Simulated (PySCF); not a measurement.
Identify the unknown among the candidates.

All candidates are C5H9FO2.

* UV, strongest line: among the 6 lowest singlet transitions: S5 at 8.73 eV (142 nm, f = 0.013) [TDDFT PBE0/def2-SVPD]
* NMR, other nuclei: isotropic shieldings of nuclei other than C and H, by class: 197 (1 O), 225 (1 O), 268 (1 F) ppm [GIAO PBE0/pcSseg-1]
* Dipole: 2.89 D [PBE0/def2-SVPD]
* 13C NMR: chemical shifts (computed TMS as zero) by class: 124.6 (1 C), 81.0 (1 C), 71.0 (1 C), 33.0 (1 C), 11.8 (1 C) ppm [GIAO PBE0/pcSseg-1]
* Rotational structure: rotational constants A, B, C: 4.953, 1.272, 1.167 GHz [GFN2-xTB]
* Triplet: lowest triplet excitation (Tamm–Dancoff): 7.64 eV [TDA PBE0/def2-SVPD]
* UV, first state: lowest singlet excitation: 7.75 eV (160 nm, f = 0.005) [TDDFT PBE0/def2-SVPD]
* Polarisability: 66.5 au [PBE0/def2-SVPD]
* 1H NMR: chemical shifts (computed TMS as zero) by class: 6.44 (1 H), 4.43 (1 H), 4.26 (1 H), 3.84 (1 H), 1.99 (1 H), 1.32 (1 H), 0.90 (3 H) ppm [GIAO PBE0/pcSseg-1]

Gas-phase values; electronic properties from PySCF, density fitting. Levels stand in brackets. The structure is a single GFN2-xTB conformer in the gas phase; no vibrational or solvent corrections. NMR values are class means; diastereotopic atoms form classes of their own.

**Question.** Which candidate is it?
A. `C[C@@H]1CCO[C@H](F)O1`
B. `CC[C@@H]1CO[C@@H](F)O1`
C. `COC[C@H](C)C(=O)F`

**Answer.** B. It is `CC[C@@H]1CO[C@@H](F)O1`. Numbering: `[CH3:1][CH2:2][C@@H:3]1[CH2:4][O:5][C@@H:6]([F:7])[O:8]1`. Its formula, C5H9FO2, gives 1 degree of unsaturation: 1 ring and 0 π bonds in the structure found. 5 carbons fall into 5 classes; from least to most shielded: sp3 carbon bearing two oxygens [C6] (124.6 ppm), ring sp3 carbon bound to oxygen [C3] (81.0 ppm), ring sp3 carbon bound to oxygen [C4] (71.0 ppm), chain CH2 carbon [C2] (33.0 ppm), methyl carbon [C1] (11.8 ppm). Hydrogen classes from least to most shielded: 1 H on an sp3 carbon bearing two oxygens, C6 (6.44 ppm), 1 H on an sp3 carbon bound to oxygen, C4 (4.43 ppm), 1 H on an sp3 carbon bound to oxygen, C3 (4.26 ppm), 1 H on an sp3 carbon bound to oxygen, C4 (3.84 ppm), 1 H on a chain CH2 carbon, C2 (1.99 ppm), 1 H on a chain CH2 carbon, C2 (1.32 ppm), 3 H on a methyl carbon, C1 (0.90 ppm, a mean of values up to 0.7 ppm apart in this geometry). The other shieldings belong to: 197 ppm, cyclic ether oxygen [O8]; 225 ppm, cyclic ether oxygen [O5]; 268 ppm, alkyl fluorine [F7]. The optimised geometry has point group C1 and is an asymmetric top.

The others, at the same levels:
- `COC[C@H](C)C(=O)F` fails: its computed 13C shifts are 175.6 (1 C), 78.8 (1 C), 61.5 (1 C), 43.4 (1 C), 16.1 (1 C) ppm, 1H shifts are 3.73 (1 H), 3.54 (3 H), 3.31 (1 H), 2.78 (1 H), 1.25 (3 H) ppm and rotational constant A is 3.082 GHz (against 4.953 GHz).
- `C[C@@H]1CCO[C@H](F)O1` fails: its computed 13C shifts are 118.4 (1 C), 70.3 (1 C), 57.1 (1 C), 31.3 (1 C), 23.8 (1 C) ppm, 1H shifts are 6.16 (1 H), 4.60 (1 H), 4.25 (1 H), 3.84 (1 H), 2.46 (1 H), 1.56 (3 H), 1.06 (1 H) ppm and rotational constant A is 2.757 GHz (against 4.953 GHz).

Each candidate is one conformer, not necessarily the lowest. Dipoles, sizes and rotational constants follow the conformer. The torsions of the flexible species, by atom-mapped SMILES:
- `[CH3:1][O:2][CH2:3][C@H:4]([CH3:5])[C:6](=[O:7])[F:8]`: C1–O2–C3–C4 -174°, O2–C3–C4–C5 -170°, C3–C4–C6–O7 29°

The conformers of `CC[C@@H]1CO[C@@H](F)O1` and `C[C@@H]1CCO[C@H](F)O1` aren't listed.
